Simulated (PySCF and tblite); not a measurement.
Values are calculated unless marked as measured or tabulated.
C₈H₆O₂, numbered as in [CH:1]#[C:2][C:3]1=[C:4]([C:5](=[O:6])[OH:7])[CH:8]=[CH:9][CH2:10]1.

First level. The ensemble was built from 90 distance-geometry starts (ETKDG, MMFF94s, GFN2-xTB) and rests on GFN2-xTB geometries. Free energies are PBE0-D3(BJ)/def2-SVP (IEF-PCM, benzene) single points with GFN2-xTB rigid-rotor and vibrational terms (modes under about 100 cm⁻¹ blended into free rotors). Symmetry numbers and mirror images are counted. Conformers within 3 kcal/mol (GFN2-xTB free energy) were kept, 4 at most. GIAO shieldings: mPW1PW91/pcSseg-1 (IEF-PCM, benzene). Shifts are against TMS (¹H), TMS (¹³C) at the same level. Programs: PySCF with density fitting and tblite.

It gives, at 298.15 K, with 2 conformers (largest weight 54 %): ¹H: 7.22 (H8, 1H), 6.73 (H9, 1H), 4.14 (H1, 1H), 3.55 (H10, 2H) ppm. ¹³C: 169.2 (C5), 149.4 (C4), 147.1 (C3), 143.5 (C9), 140.7 (C8), 107.7 (C1), 84.5 (C2), 54.0 (C10) ppm.

Second level: GFN2-xTB geometries, energies LC-wPBE-D3(BJ)/pcSseg-1 (IEF-PCM, dimethylsulfoxide), shieldings LC-wPBE/pcSseg-1 (IEF-PCM, dimethylsulfoxide), on up to 4 of the same conformers.

**Question.** How do the averaged shifts change?

**Answer.** 
| signal | first | second | change (ppm) |
| --- | --- | --- | --- |
| H1 | 4.14 | 4.19 | 0.04 |
| H8 | 7.22 | 7.21 | -0.01 |
| H9 | 6.73 | 7.13 | 0.40 |
| H10 | 3.55 | 3.65 | 0.10 |
| C1 | 107.7 | 111.5 | 3.8 |
| C2 | 84.5 | 84.2 | -0.2 |
| C3 | 147.1 | 156.3 | 9.3 |
| C4 | 149.4 | 153.3 | 3.8 |
| C5 | 169.2 | 176.5 | 7.3 |
| C8 | 140.7 | 143.1 | 2.5 |
| C9 | 143.5 | 152.3 | 8.8 |
| C10 | 54.0 | 54.1 | 0.0 |

The largest weight becomes 60 %.

The minima are those of GFN2-xTB; planar forms about aryl–S or allylic bonds may be saddles in DFT. H on N, O and S are left out: they exchange, and hydrogen bonds move them by several ppm. Shifts are unscaled: against experiment ¹³C can be off by 15 ppm or more and ¹H by 0.8 ppm.


Conformer gaps in def2-SVP or pcSseg-1 on xTB geometries can be 2 kcal/mol off for S=O, P=O and other polar bonds.